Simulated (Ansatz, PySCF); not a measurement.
Reaction (SMILES): C=C(C)[CH-]CC → C/[C-]=C\CCC
Structures are relaxed separately at B3LYP-D3(BJ)/def2-TZVP in Ansatz (an electronic-structure program), one conformer each, not searched for the lowest.

Wanted: isomerisation energy (0 K, with B3LYP-D3(BJ) harmonic zero-point energies from PySCF), in kJ/mol. Valence correlation only, unless marked. Spin-orbit coupling is left out. No relativistic terms. Anions need diffuse functions: aug- sets have them; def2-D sets add few; the other sets have none. Basis-set limits of correlation are two-point, X^-3; Hartree-Fock from the larger set. The bracket is a focal-point correction in the basis named.

```csv
level,program,isomerisation energy (kJ/mol),minus last row
SVWN5/def2-TZVPD,Ansatz,105.4,25.2
revPBE-D3(BJ)/def2-TZVPD,Ansatz + dftd3,91.0,10.8
PBE0/6-31G*,Ansatz,91.2,11.0
PBE0-D4/def2-TZVPD,Ansatz + dftd4,91.0,10.8
BHLYP-D3(BJ)/def2-TZVPD,Ansatz + dftd3,83.6,3.4
LC-wPBE/def2-TZVPD,Ansatz,80.5,0.3
PBE-QIDH/def2-TZVPD,Ansatz,86.0,5.8
MP2/aug-cc-pVTZ,Ansatz,92.0,11.8
SCS-MP2/STO-3G,Ansatz,69.3,-10.9
"RI-MP2/CBS(aug-cc-pVTZ,aug-cc-pVQZ)+[CCSD(T)-MP2]/aug-cc-pVTZ",Ansatz,80.2,0.0
```
